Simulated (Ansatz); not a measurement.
Basis-set extrapolation for Cl2FH3OSSi2 (`O[SiH2]S[Si](F)(Cl)Cl`) (PBE0-D4/def2-TZVP geometry, frozen core, Ansatz 0.2.0). Multiplicity 1, RHF reference.

```
                       def2-TZVPP    def2-QZVPP
                 HF  -2070.882851  -2070.946243
    MP2 correlation     -1.272653     -1.392781
CCSD(T) correlation     -1.385200       not run
```

Energies in hartree. Use E(X) = E(∞) + A·exp(−7.88·√X) for Hartree–Fock and E(X) = E(∞) + B·X^(−2.97) for correlation, with X = 3 and 4, and add CCSD(T) minus MP2 of the smaller set to the MP2 limit.

What is the CCSD(T) energy at the basis-set limit?

HF limit: -2070.946243 + (-0.063392) × 0.13774 = -2070.95497. MP2 limit: -1.392781 + (-0.120128) × 0.74074 = -1.48176. Higher-order term: -1.385200 − (-1.272653) = -0.11255. Total: -2072.54928 hartree, 738.4 kJ/mol below CCSD(T)/def2-TZVPP.
